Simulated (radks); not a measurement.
Effect of the nuclear size on neutral tantalum, [Xe] 4f14 5d3 6s2. Calculated with a radial shooting solver on a logarithmic mesh with Libxc functionals: Dirac Kohn-Sham, PBE, spin-unpolarised, spherical densities, finite nucleus; open shells are shared between the two j in proportion to 2j + 1; Fermi nuclear charge, rms radius 5.3507 fm. The rms radius is varied about that value; shifts are against it.

rms radius (fm) = 4.5909: total energy shift (eV) -14.2; density at nucleus (e/bohr^3) 1.382e+06; 1s1/2 shift (meV) -5760; 2s1/2 shift (meV) -804; 5s1/2 shift (meV) -6.97; 5p1/2 shift (meV) 0.475; 6s1/2 shift (meV) -0.464; 5d5/2 shift (meV) 0.412; 6p1/2 (empty) shift (meV) 0.157
rms radius (fm) = 5.1688: total energy shift (eV) -3.53; density at nucleus (e/bohr^3) 1.328e+06; 1s1/2 shift (meV) -1430; 2s1/2 shift (meV) -200; 5s1/2 shift (meV) -1.73; 5p1/2 shift (meV) 0.118; 6s1/2 shift (meV) -0.115; 5d5/2 shift (meV) 0.103; 6p1/2 (empty) shift (meV) 0.039
rms radius (fm) = 5.3507: total energy shift (eV) 0; density at nucleus (e/bohr^3) 1.313e+06; 1s1/2 shift (meV) 0.000; 2s1/2 shift (meV) 0.000; 5s1/2 shift (meV) 0.000; 5p1/2 shift (meV) 0.000; 6s1/2 shift (meV) 0.000; 5d5/2 shift (meV) 0.000; 6p1/2 (empty) shift (meV) 0.000
rms radius (fm) = 5.7467: total energy shift (eV) 7.96; density at nucleus (e/bohr^3) 1.281e+06; 1s1/2 shift (meV) 3230; 2s1/2 shift (meV) 451; 5s1/2 shift (meV) 3.91; 5p1/2 shift (meV) -0.266; 6s1/2 shift (meV) 0.260; 5d5/2 shift (meV) -0.231; 6p1/2 (empty) shift (meV) -0.088
rms radius (fm) = 6.0249: total energy shift (eV) 13.8; density at nucleus (e/bohr^3) 1.261e+06; 1s1/2 shift (meV) 5590; 2s1/2 shift (meV) 781; 5s1/2 shift (meV) 6.76; 5p1/2 shift (meV) -0.460; 6s1/2 shift (meV) 0.451; 5d5/2 shift (meV) -0.400; 6p1/2 (empty) shift (meV) -0.153

Slopes of the eigenvalues against <r^2> in GHz/fm^2, as finite differences over the two radii next to the reference (eigenvalue slopes, not the field-shift constants of lines): 1s1/2 179000, 2s1/2 25000, 5s1/2 216, 5p1/2 -14.7, 6s1/2 14.4, 5d5/2 -12.8, 6p1/2 (empty) -4.88.
